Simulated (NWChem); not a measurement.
C$_{2}$HBCl$_{2}$; SMILES ClB(C#C)Cl

Computed with NWChem. Pople sets run with spherical d functions. All runs use the structure optimised with PBE0/def2-SVP. Total energies compare along this basis series because the functional is fixed.

```tsv
level	basis functions	energy (Ha)	highest occupied level (eV)	orbital gap (eV)	dipole (D)
Hartree-Fock/STO-3G	34	-1008.9274	-10.05	14.05	2.62
Hartree-Fock/3-21G	55	-1015.0552	-11.68	12.77	2.90
Hartree-Fock/6-31G*	80	-1019.9926	-11.28	12.75	2.26
Hartree-Fock/6-31+G*	100	-1019.9984	-11.44	…	…
Hartree-Fock/6-311G**	112	-1020.0695	-11.45	12.70	2.23
```

Problem. Complete the blanks.

Solution. 
- Hartree-Fock/6-31+G*, orbital gap (eV): 12.57
- Hartree-Fock/6-31+G*, dipole (D): 2.17
